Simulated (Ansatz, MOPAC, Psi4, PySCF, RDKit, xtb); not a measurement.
Complex: C2H4 (SMILES C=C) (first 6 atoms) with CH3NO (SMILES NC=O); geometry from B3LYP-D3(BJ)/def2-TZVP, rigid monomers moved along the line of their centres of mass till C1···H10 is 2.38 Å.
(charge 0, multiplicity 1):
```xyz
12

C      0.4519     0.4774     0.7391
C     -0.4232    -0.5141     0.6331
H      1.2096     0.4683     1.5133
H      0.4487     1.3184     0.0556
H     -1.1806    -0.5278    -0.1418
H     -0.3974    -1.3525     1.3186
N     -0.9493     0.5148     3.6602
C     -0.0608    -0.3304     4.2319
O      0.7598    -0.9893     3.6297
H     -0.9537     0.6254     2.6561
H     -1.6040     1.0307     4.2206
H     -0.1549    -0.3656     5.3329
```

```json
[
 {"level": "MMFF94", "interaction energy (kcal/mol)": "1.50", "cost": "-"},
 {"level": "UFF", "interaction energy (kcal/mol)": "5.69", "cost": "-"},
 {"level": "GFN-FF", "interaction energy (kcal/mol)": "-1.90", "cost": "-"},
 {"level": "AM1", "interaction energy (kcal/mol)": "-0.69", "cost": "-"},
 {"level": "PM3", "interaction energy (kcal/mol)": "0.84", "cost": "-"},
 {"level": "PM6", "interaction energy (kcal/mol)": "-1.05", "cost": "-"},
 {"level": "PM7", "interaction energy (kcal/mol)": "-1.71", "cost": "-"},
 {"level": "GFN1-xTB", "interaction energy (kcal/mol)": "-3.02", "cost": "-"},
 {"level": "HF/STO-3G (no counterpoise)", "interaction energy (kcal/mol)": "0.51", "cost": "-"},
 {"level": "HF/3-21G (no counterpoise)", "interaction energy (kcal/mol)": "-3.60", "cost": "-"},
 {"level": "HF/6-31G*", "interaction energy (kcal/mol)": "1.16", "cost": "-"},
 {"level": "HF/6-31G* (no counterpoise)", "interaction energy (kcal/mol)": "-0.87", "cost": "-"},
 {"level": "HF/aug-cc-pVDZ", "interaction energy (kcal/mol)": "1.27", "cost": "-"},
 {"level": "PBE/def2-TZVPPD", "interaction energy (kcal/mol)": "-1.41", "cost": "×1"},
 {"level": "PBE-D3(BJ)/def2-TZVPPD", "interaction energy (kcal/mol)": "-3.21", "cost": "×1"},
 {"level": "PBE-D4/def2-TZVPPD", "interaction energy (kcal/mol)": "-3.17", "cost": "×1"},
 {"level": "BP86/6-31G* (no counterpoise)", "interaction energy (kcal/mol)": "-2.52", "cost": "-"},
 {"level": "r2SCAN/def2-TZVPPD", "interaction energy (kcal/mol)": "-2.60", "cost": "×1"},
 {"level": "r2SCAN-D3(BJ)/def2-TZVPPD", "interaction energy (kcal/mol)": "-3.26", "cost": "×1"},
 {"level": "r2SCAN-D4/def2-TZVPPD", "interaction energy (kcal/mol)": "-3.18", "cost": "×1"},
 {"level": "B3LYP/3-21G (no counterpoise)", "interaction energy (kcal/mol)": "-6.03", "cost": "-"},
 {"level": "B3LYP/6-31G*", "interaction energy (kcal/mol)": "-0.36", "cost": "-"},
 {"level": "B3LYP/6-31G* (no counterpoise)", "interaction energy (kcal/mol)": "-3.04", "cost": "-"},
 {"level": "B3LYP/6-311+G** (no counterpoise)", "interaction energy (kcal/mol)": "-0.37", "cost": "-"},
 {"level": "B3LYP/def2-TZVPPD", "interaction energy (kcal/mol)": "-0.21", "cost": "×1"},
 {"level": "B3LYP-D3(BJ)/def2-TZVPPD", "interaction energy (kcal/mol)": "-3.06", "cost": "×1"},
 {"level": "B3LYP-D4/def2-TZVPPD", "interaction energy (kcal/mol)": "-2.89", "cost": "×1"},
 {"level": "PBE0/def2-TZVPPD", "interaction energy (kcal/mol)": "-1.66", "cost": "×1"},
 {"level": "PBE0-D3(BJ)/def2-TZVPPD", "interaction energy (kcal/mol)": "-3.31", "cost": "×1"},
 {"level": "PBE0-D4/def2-TZVPPD", "interaction energy (kcal/mol)": "-3.24", "cost": "×1"},
 {"level": "M06-2X/6-31G* (no counterpoise)", "interaction energy (kcal/mol)": "-5.70", "cost": "-"},
 {"level": "wB97X-V/def2-TZVPPD", "interaction energy (kcal/mol)": "-2.89", "cost": "×3"},
 {"level": "wB97M-V/def2-TZVPPD", "interaction energy (kcal/mol)": "-3.03", "cost": "×3"},
 {"level": "MP2/6-31G*", "interaction energy (kcal/mol)": "-0.49", "cost": "-"},
 {"level": "MP2/6-31G* (no counterpoise)", "interaction energy (kcal/mol)": "-4.11", "cost": "-"},
 {"level": "MP2/aug-cc-pVDZ", "interaction energy (kcal/mol)": "-2.21", "cost": "-"},
 {"level": "SCS-MP2/aug-cc-pVDZ", "interaction energy (kcal/mol)": "-1.15", "cost": "-"},
 {"level": "CCSD/aug-cc-pVDZ", "interaction energy (kcal/mol)": "-1.31", "cost": "-"},
 {"level": "CCSD(T)/aug-cc-pVDZ", "interaction energy (kcal/mol)": "-1.87", "cost": "×20"},
 {"level": "SAPT0/jun-cc-pV(D+d)Z", "interaction energy (kcal/mol)": "-2.12", "cost": "-"}
]
```

The rows run from -6.03 (B3LYP/3-21G (no counterpoise)) to 5.69 kcal/mol (UFF). In aug-cc-pVDZ the value moves HF 1.27, MP2 -2.21, CCSD -1.31, CCSD(T) -1.87, a shift of -3.15 from HF to CCSD(T). The dispersion term adds -1.80 in PBE-D3(BJ), -1.76 in PBE-D4, -0.66 in r2SCAN-D3(BJ). The 6 functionals in def2-TZVPPD without D3 or D4 span 2.81, from wB97M-V to B3LYP.

Monomers are frozen at their geometry in the pair; levels with a basis set take the counterpoise correction. Rows marked so take none. RDKit's UFF carries no charges.

Frozen-core correlation. Rows in 3-21G, 6-311+G**, 6-31G*, STO-3G carry no dispersion term and start afresh at each structure (6-31G* with six Cartesian d functions). MP2/6-31G* freezes PySCF's default core. The state that AM1, PM3, PM6, PM7 reach isn't checked; PM7 holds dispersion and hydrogen-bond terms.

Programs: Ansatz (a program for electronic structure); MOPAC for AM1, PM3, PM6, PM7 (differences of heats of formation); Psi4 for SAPT; PySCF for 3-21G rows, 6-311+G** rows, 6-31G* rows, STO-3G rows, the dispersion terms; RDKit for the force fields; xtb for the GFN methods. 

Costs are rough ratios of core time to PBE/def2-TZVPPD (about 13 s over the structures, on one shared machine); a dash marks a level with no comparable run of its own.
